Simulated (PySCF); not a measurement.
Si(H)(Vi)(OH)(OMe), C3H8O2Si, SMILES C=C[SiH](O)OC, PBE0/def2-SVP optimised geometry.

```
14

Si    -0.07    -0.90     0.00
O     -0.47     0.71     0.00
C     -0.85    -1.77     1.45
C     -1.33    -1.10     2.51
O     -0.62    -1.71    -1.34
C     -0.16    -1.50    -2.65
H      1.42    -0.90     0.00
H     -1.42     0.90     0.03
H     -0.92    -2.86     1.45
H     -1.28     0.00     2.56
H     -1.78    -1.60     3.37
H     -0.57    -2.28    -3.30
H      0.94    -1.54    -2.71
H     -0.48    -0.52    -3.05
```

Density from PySCF 2.14.0 with PBE0/def2-TZVP at that geometry.

Minimum of the electron density along straight lines between bonded atoms, close to the bond critical point (lines longer than 1.1 times the sum of covalent radii, or with two minima, are not listed):

| bond | length / Å | ρ at the minimum / e bohr⁻³ | ∇²ρ there / e bohr⁻⁵ | position (fraction from the first atom) |
|---|---|---|---|---|
| Si1–O2 | 1.665 | 0.134 | 0.75 | 0.41 |
| Si1–C3 | 1.859 | 0.126 | 0.20 | 0.39 |
| C3–C4 | 1.339 | 0.345 | -1.04 | 0.49 |
| Si1–O5 | 1.661 | 0.134 | 0.78 | 0.41 |
| O5–C6 | 1.401 | 0.261 | -0.50 | 0.65 |
| Si1–H7 | 1.489 | 0.124 | 0.13 | 0.49 |
| O2–H8 | 0.963 | 0.355 | -2.40 | 0.81 |
| C3–H9 | 1.098 | 0.274 | -0.93 | 0.65 |
| C4–H10 | 1.096 | 0.278 | -0.97 | 0.65 |
| C4–H11 | 1.096 | 0.278 | -0.97 | 0.65 |
| C6–H12 | 1.101 | 0.280 | -0.98 | 0.65 |
| C6–H13 | 1.106 | 0.275 | -0.94 | 0.65 |
| C6–H14 | 1.105 | 0.277 | -0.95 | 0.65 |
